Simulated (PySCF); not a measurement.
## Radial density of P²⁺ (phosphorus, charge +2)

UHF, [Ne] 3s1 3p2, 3s spin antiparallel (an excited configuration). Computed with PySCF 2.14 in aug-cc-pV(Q+d)Z (7s6p5d3f2g, 89 functions), with no relativity, point nucleus.

```json
{"r (bohr)": "0.00163", "4πr²ρ (e/bohr)": "0.06967", "4πr²(ρα − ρβ)": "-0.0002"}
{"r (bohr)": "0.00275", "4πr²ρ (e/bohr)": "0.1907", "4πr²(ρα − ρβ)": "-0.0006"}
{"r (bohr)": "0.00462", "4πr²ρ (e/bohr)": "0.5100", "4πr²(ρα − ρβ)": "-0.0017"}
{"r (bohr)": "0.00777", "4πr²ρ (e/bohr)": "1.313", "4πr²(ρα − ρβ)": "-0.0044"}
{"r (bohr)": "0.0131", "4πr²ρ (e/bohr)": "3.170", "4πr²(ρα − ρβ)": "-0.0106"}
{"r (bohr)": "0.0220", "4πr²ρ (e/bohr)": "6.872", "4πr²(ρα − ρβ)": "-0.0225"}
{"r (bohr)": "0.0370", "4πr²ρ (e/bohr)": "12.46", "4πr²(ρα − ρβ)": "-0.0373"}
{"r (bohr)": "0.0622", "4πr²ρ (e/bohr)": "16.86", "4πr²(ρα − ρβ)": "-0.0325"}
{"r (bohr)": "0.105", "4πr²ρ (e/bohr)": "14.86", "4πr²(ρα − ρβ)": "0.0354"}
{"r (bohr)": "0.176", "4πr²ρ (e/bohr)": "10.79", "4πr²(ρα − ρβ)": "0.1339"}
{"r (bohr)": "0.296", "4πr²ρ (e/bohr)": "14.72", "4πr²(ρα − ρβ)": "0.0921"}
{"r (bohr)": "0.498", "4πr²ρ (e/bohr)": "13.48", "4πr²(ρα − ρβ)": "-0.0021"}
{"r (bohr)": "0.838", "4πr²ρ (e/bohr)": "3.832", "4πr²(ρα − ρβ)": "0.0257"}
{"r (bohr)": "1.41", "4πr²ρ (e/bohr)": "1.879", "4πr²(ρα − ρβ)": "0.3399"}
{"r (bohr)": "2.37", "4πr²ρ (e/bohr)": "1.082", "4πr²(ρα − ρβ)": "0.4761"}
{"r (bohr)": "3.99", "4πr²ρ (e/bohr)": "0.08045", "4πr²(ρα − ρβ)": "0.0595"}
{"r (bohr)": "6.71", "4πr²ρ (e/bohr)": "0.0002910", "4πr²(ρα − ρβ)": "0.0003"}
```

With the s spin flipped the determinant is a mixture of two multiplicities, not a spectroscopic state.
